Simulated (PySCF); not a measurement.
## A ladder of Hamiltonians for Ir⁷³⁺ (iridium, charge +73)

Occupied: 1s1/2, 2s1/2. Hartree-Fock calculated with PySCF 2.14 in an uncontracted even-tempered set (16 s from 20 bohr⁻², ratio 2.7; 13 p from 24 bohr⁻², ratio 2.7), Gaussian nucleus throughout. NR is non-relativistic, sf-X2C the spin-free one-electron X2C Hamiltonian, X2C adds the bare one-electron spin-orbit term, X2C-SNSO screens it by Boettger's factors, DC is four-component Dirac-Coulomb, and the Gaunt and Breit terms are added at first order (total energies over the DC spinors, levels after relaxing the spinors in that mean field). QED terms are absent. Levels marked empty are virtual spinors of this ion.

| level (eV) | NR | sf-X2C | X2C | X2C-SNSO |
| --- | --- | --- | --- | --- |
| 1s1/2 | -78538.6 | -85704.3 | -85704.3 | -85704.3 |
| 2s1/2 | -19028.9 | -21231.2 | -21231.2 | -21231.2 |
| 2p1/2 (empty) | -18590.4 | -19397.7 | -20712.1 | -20671.0 |
| 2p3/2 (empty) | -18590.4 | -19397.7 | -18888.0 | -18900.4 |
| 3s1/2 (empty) | -8209.6 | -8961.9 | -8961.9 | -8961.9 |

Question: Where do the four-component calculations put these levels?

Answer: 1s1/2: DC -85806.9, DC+Gaunt -85606.9, DC+Breit -85609.3; 2s1/2: DC -21244.0, DC+Gaunt -21219.5, DC+Breit -21222.0; 2p1/2 (empty): DC -20685.9, DC+Gaunt -20641.3, DC+Breit -20647.1; 2p3/2 (empty): DC -18903.0, DC+Gaunt -18879.7, DC+Breit -18885.5; 3s1/2 (empty): DC -8965.4, DC+Gaunt -8958.6, DC+Breit -8959.6 (eV).

| Hamiltonian | E (hartree) | E − E(DC) (hartree) | CPU seconds |
| --- | --- | --- | --- |
| NR | -7290.4227 | 715.6703 | 0.26 |
| sf-X2C | -8001.7978 | 4.2951 | 0.15 |
| X2C | -8001.7978 | 4.2951 | 0.15 |
| X2C-SNSO | -8001.7978 | 4.2951 | 0.15 |
| DC | -8006.0929 | 0.0000 | 2.9 |
| DC+Gaunt | -7997.7441 | 8.3488 | 4.7 |
| DC+Breit | -7997.9289 | 8.1640 | 35 |

Weight of the small component: 1s1/2 0.0855, 2s1/2 0.0210, 2p1/2 0.0208, 2p3/2 0.0189, 3s1/2 0.00892.

Koopmans' value for the highest occupied level at DC+Breit: 21222.0 eV, against an ionisation energy of 21200 ± 90 eV (theoretical estimate listed by NIST; NIST Atomic Spectra Database, ionization energies); the former lacks relaxation, correlation, QED and recoil.

The whole ladder took 44 s of wall time on 1 thread of Neoverse-V1 (shared host), launched as `OMP_NUM_THREADS=1 python relrun2.py TASK.json OUT` (a driver that calls PySCF for each Hamiltonian).
